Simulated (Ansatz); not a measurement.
Total energies of Zn₁₀O₁₀ from Ansatz at PBE0-D4/def2-SVP, gas phase (1 Eh = 27.2114 eV = 2625.5 kJ/mol). The reference geometry is relaxed at PBE-D4/def2-SVP.

Cartesian coordinates in Å:
```
Zn -3.0864 0.0028 -0.8470
Zn -0.5787 -1.9277 -1.3137
Zn -1.1789 0.2441 -2.7154
Zn 2.0203 -0.9803 -2.3673
Zn -1.8817 0.9281 1.8388
Zn -1.9335 2.3678 -0.3486
Zn 0.6339 2.0638 1.7686
Zn 0.4921 -1.3035 1.6789
Zn 2.5895 -1.9446 0.0951
Zn 2.7348 0.3258 2.1033
O -2.2755 -1.3271 -1.8666
O -3.3324 1.0506 0.6618
O -2.2339 1.6125 -2.0289
O 0.5900 -2.3302 0.0700
O 0.2989 -0.8984 -2.8975
O 3.4734 -1.4318 -1.4463
O -0.2537 0.2204 2.4316
O -1.0305 2.7306 1.2398
O 2.4579 2.0787 1.9800
O 2.4944 -1.4817 1.9633
```

| state | geometry | energy (Eh) |
| --- | --- | --- |
| charge 0 singlet | reference | -18540.32373 |
| charge 1 doublet | reference | -18540.01180 |
| charge -1 doublet | reference | -18540.37475 |
| free Zn atom (singlet) | – | -1778.88088 |
| free O atom (triplet) | – | -74.92490 |

Single mean-field runs in def2-SVP are fitted with def2-universal-jkfit.

(1) Work out the vertical ionisation energy to the doublet.

(2) Work out the vertical electron affinity, to the doublet.

(3) Give the fundamental gap IE − EA, the Mulliken electronegativity (IE + EA)/2 and the hardness (IE − EA)/2.

(4) What is the binding energy per atom against free atoms?

(1) E(charge 1 doublet) − E(charge 0 singlet) = -18540.01180 − (-18540.32373) = 0.31193 Eh = 8.49 eV. For comparison, −ε of the highest occupied level is 7.02 eV at this level, 1.47 eV less.

(2) E(charge 0 singlet) − E(charge -1 doublet) = -18540.32373 − (-18540.37475) = 0.05102 Eh = 1.39 eV. The basis lacks diffuse functions, which makes affinities too small.

(3) From the values in Eh: IE − EA = 0.31193 − 0.05102 = 0.26091 Eh = 7.10 eV; (IE + EA)/2 = 4.94 eV; (IE − EA)/2 = 3.55 eV. The HOMO–LUMO gap of the same run is 4.46 eV, 2.64 eV smaller than the fundamental gap.

(4) Atoms: 10 × (-1778.88088) + 10 × (-74.92490) = -18538.05780 Eh. Binding: -18538.05780 − (-18540.32373) = 2.26593 Eh = 61.66 eV, or 3.08 eV for each of 20 atoms (no zero-point energy, no counterpoise term).
